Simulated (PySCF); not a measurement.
Cl₂H₂SeSi. Atoms are numbered in the order given.

```xyz
6

Si    -0.4527     0.2480     0.5732
Cl    -2.0349    -0.8201    -0.2130
Cl    -0.5369     2.2123    -0.0692
Se     1.4212    -0.8112    -0.1695
H     -0.5677     0.2698     2.0474
H      2.3053     0.1725     0.4903
```

Geometry optimised at B3LYP-D3(BJ)/def2-SVP. The structure was generated by enumeration, and PubChem lists no compound with its InChIKey, so it may never have been made. The values are those of a single conformer.

Method: PBE/pcSseg-1 (PySCF).

GIAO shieldings, no solvent; atoms listed in one row are averaged. δ = σ(ref) − σ: ²⁹Si against TMS (σ = 335.4 ppm); ³⁵Cl against HCl (σ = 936.5 ppm); ⁷⁷Se against Me2Se (σ = 1634.8 ppm); ¹H against TMS (σ = 31.49 ppm), references at their B3LYP-D3(BJ)/def2-TZVP geometries, non-relativistic (without spin–orbit terms, shifts of atoms bonded to Cl or Br come out too high).

### Question
Estimate the chemical shifts. (Estimate from the structure and the level; the computed values follow.)

### Answer

```csv
nucleus,atoms,count,δ (ppm)
²⁹Si,Si1,1,43.8
³⁵Cl,Cl3,1,189.8
³⁵Cl,Cl2,1,120.3
⁷⁷Se,Se4,1,-233.6
¹H,H5,1,7.23
¹H,H6,1,1.66
```
